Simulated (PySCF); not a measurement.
GaH3Se2, SMILES [GaH]([SeH])[SeH]. Coordinates come from a B3LYP-D3(BJ)/def2-SVP optimisation. The structure was generated by enumeration; whether it is a known compound was not checked. The values are those of a single conformer.

Method: B3LYP-D3(BJ)/def2-SVP run with PySCF.

Harmonic wavenumbers (cm⁻¹): 85, 220, 223, 247, 319, 465, 505, 645, 679, 1983, 2410, 2413. Rotational constants (GHz): 6.739, 0.7637, 0.6859; symmetry number 2.

**Question.** Work out the zero-point energy and the ideal-gas rigid-rotor harmonic-oscillator thermochemistry at 298.15 K and 1 atm.

**Answer.** ZPE = ½ Σ hcν = ½ × 10193 cm⁻¹ = 60.97 kJ/mol. H − E(el) = 79.91 kJ/mol. Entropy in J/(mol K): translation 176.61, rotation 115.16, vibration 53.72, total 345.49. G − E(el) = -23.09 kJ/mol. Cp = 89.21 J/(mol K). Modes under 150 cm⁻¹ make the vibrational entropy uncertain.
